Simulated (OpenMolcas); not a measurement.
# d9 ions of charge +2 down a group on the Zn site of KZnF3

```json
{
 "Program": "OpenMolcas 26.06",
 "Method": "CASSCF",
 "Spin-orbit coupling": "state interaction with AMFI integrals over the reference wave functions"
}
```

The d shell is active. Each dopant is a cluster with its nearest anions in model potentials and point charges, with no relaxation. Distances were set from a Shannon-type radius of the metal (high-spin where two are listed) plus a fixed donor radius (F 1.31 Å), in hosts weighted 0.65 to 0.35 with the host's distance in the model lattice. Ligand basis ANO-RCC-VDZP, DKH2 Hamiltonian. States (labels of O, the rotations of Oh). Energies in cm-1 above the lowest state or level, χT in cm3 K/mol; 10Dq is the gap between the two states. Spin-only χT is S(S+1) / 2 for the spin of the ground state.

| Ion | Shell | R (Å) | Metal basis | Ground state | First state of that spin | 10Dq | First gap with spin-orbit (degeneracies) | χT at 300 K | Spin-only χT |
| --- | --- | --- | --- | --- | --- | --- | --- | --- | --- |
| Cu2+ | 3d9 | 2.035 | ANO-RCC-VTZP | 2E | 2T2 5319 | 5319 | 4680 (4, 2) | 0.644 | 0.375 |
| Ag2+ | 4d9 | 2.172 | ANO-RCC-VTZP | 2E | 2T2 10323 | 10323 | 8990 (4, 2) | 0.609 | 0.375 |

|10Dq| changes by a factor of 10323 / 5319 = 1.94 from Cu2+ to Ag2+.

χT departs most from the spin-only value for Cu2+, by +0.269 cm3 K/mol.

An orbital doublet at a regular site is open to a Jahn-Teller distortion, which this geometry leaves out. Ligand-to-metal charge-transfer states are missing. With metal d orbitals alone and no dynamic correlation 10Dq can be off by a tenth to a fifth, either way, in oxide and fluoride hosts (holds for Cu2+). With metal d orbitals alone the field can be off either way by tens of per cent (holds for Ag2+). No measured value stands beside these numbers; the geometry was set by hand and not optimised.
